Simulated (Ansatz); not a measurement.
The same ligand exchange along the group O, S, Se.

Computed with Ansatz on PBE0-D4/def2-TZVP structures; ΔE is electronic, products minus reactants. CBS: MP2 limit from def2 TZ/QZ plus the TZ coupled-cluster correction, frozen cores. This one scheme is used for every species. DFT in def2-TZVPP. Elements past krypton have def2 core potentials. For Se, Sn outer-core shells are correlated without core-valence functions, which leaves a few kJ/mol of doubt a bond. Scalar relativity is left out up to krypton.

```csv
reaction,PBE-D4 (eV),revPBE-D4 (eV),CCSD/CBS(def2) (eV),CCSD(T)/CBS(def2) (eV)
`C[O][SnH3]` + `C=N` → `C=[N][SnH3]` + CH₃OH,0.21,0.21,0.26,0.25
`C[S][SnH3]` + `C=N` → `C=[N][SnH3]` + CH₃SH,0.68,0.67,0.69,0.69
`C[Se][SnH3]` + `C=N` → `C=[N][SnH3]` + `C[SeH]`,0.87,0.84,0.91,0.90
```

Largest T1 diagnostic: 0.014, for `C=[N][SnH3]`.
